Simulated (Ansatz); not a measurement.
Input for Ansatz (an electronic-structure program): R-B3LYP/def2-TZVPPD on C2H4O2Se (a complex), monomers drawn apart or pushed together. Files ending in .json are basis or fitting sets from the Basis Set Exchange.

Ansatz 0.2 input:
```yaml
crystal:
  periodic: [false, false, false]
  atoms:
    - {symbol: O, position_ang: [1.17233264, -0.93719069, 1.04970580]}
    - {symbol: Se, position_ang: [-0.27466788, -0.30141804, 1.37508466]}
    - {symbol: O, position_ang: [-0.31724838, 1.30349628, 1.21316146]}
    - {symbol: C, position_ang: [0.72921475, -0.14706224, 6.96314533]}
    - {symbol: C, position_ang: [-0.52940678, 0.24061022, 7.14402003]}
    - {symbol: H, position_ang: [1.05389690, -1.15569559, 7.18683532]}
    - {symbol: H, position_ang: [1.48352786, 0.53107698, 6.58339550]}
    - {symbol: H, position_ang: [-0.84965198, 1.24986529, 6.91648812]}
    - {symbol: H, position_ang: [-1.28289397, -0.43635315, 7.52844957]}
basis:
  gaussian:
    orbitals: def2-TZVPPD.json
hamiltonian:
  xc: {name: B3LYP}
scf: {lower_state_search: off}
```

Output:

```
Functional definition: B3LYP
[...]
these checks for a lower state are left out or cut short: stability, starts, cluster_reference, orbital_swaps, neighbouring_geometries, increment
integrals: 0.21 GiB planned
1396 factors; their error is unknown
mean field: 1.70 GiB planned
mean field evaluation 1: about -71564.3659 eV, gradient 1.0e2 eV
mean field evaluation 2: about -71486.4434 eV, gradient 2.2e2 eV
mean field evaluation 4: about -71583.3091 eV, gradient 1.6e1 eV
mean field evaluation 8: about -71583.8350 eV, gradient 1.5e-1 eV
mean field evaluation 16: about -71584.0553 eV, gradient 1.4e-4 eV
mean field -71584.05534587 eV, -2630.6655125454 hartree, gradient 6.8e-6 eV, S^2 0.000000; 0 other end points of the search recorded, 0 dependent functions left out
reference -71584.05570427 eV, -2630.6655257161 hartree; 33, 33 occupied and 246, 246 virtual orbitals, 1396 factors
Total energy: -71584.05570427 eV, -2630.6655257161 hartree
Checks for a lower state left out: stability, starts, cluster_reference, orbital_swaps, neighbouring_geometries, increment
```

Self-consistency was reached.

Cost: very roughly 6 core-seconds.
